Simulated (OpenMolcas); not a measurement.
Re5+ among 5 point charges of -2 e arranged as a trigonal bipyramid (D3h), 2.02 Å from the ion, with the axial distance 1.959 Å.
```
   2.0200    0.0000    0.0000  -2.00
  -1.0100    1.7494    0.0000  -2.00
  -1.0100   -1.7494    0.0000  -2.00
   0.0000    0.0000    1.9594  -2.00
   0.0000    0.0000   -1.9594  -2.00
```

| Item | Value |
| --- | --- |
| Program | OpenMolcas |
| Method | SS-CASPT2, IPEA 0.25 Eh, imaginary shift 0.1 Eh (closed shells correlated: 4f 5s 5p) |
| Basis | ANO-RCC-VDZP [7s6p4d2f1g] |
| Scalar Hamiltonian | DKH2, point nucleus |
| Active space | 2 electrons in 5 orbitals (5d) |
| State averaging | 2S+1 = 3 even, 10 roots; 2S+1 = 1 even, 15 roots |
| Spin-orbit coupling | RASSI with atomic mean-field integrals over the reference wave functions |

Question: What is the spin-free ground state (labels of D3, the rotations of D3h)?

Answer: 3A1, 1-fold in its orbital part, 100 % from free-ion F terms; it has the highest spin that d2 allows.

Question: Where is the first state of the same spin?

Answer: 3A2 at 41.8 cm-1 above the ground state. The two act as a nearly degenerate pair, with unquenched orbital momentum.

Question: What are the lowest two levels with spin-orbit coupling?

Answer: A 2-fold level E with g = 0.00, 0.00, 2.23, then a 1-fold level A1 51 cm-1 above it. Their leading multiplicities are 3 (94 %) and 3 (89 %).

Question: What is χT at 300 K, and how does it compare with the textbook value?

Answer: The lowest level has 2S+1 = 3, for which the spin-only value is χT = S(S+1) / 2 = 1.000 cm3 K/mol (g = 2). The computed 0.156 at 300 K differs by -0.844, through orbital momentum, spin-orbit coupling and any other state in reach.

Roots that are degenerate in the reference are averaged as groups; the widest CASPT2 spread within a group is 87 cm-1 (the 2-fold group of multiplicity 3 near 11900 cm-1 above the lowest state of its run). Shifts and gaps below about the spread of the groups concerned are not significant. Spin-orbit coupling mixes the spin-free states strongly: the lowest level takes only 44 % from its leading state, 3A1. Free-ion shares, where given, are those of the reference states; single-state CASPT2 does not remix them. Point charges carry no covalency, so the field is a model and not that of real ligands. No measured value stands beside these numbers.

With an even number of electrons the g values are those of a degenerate or nearly degenerate non-Kramers pair.
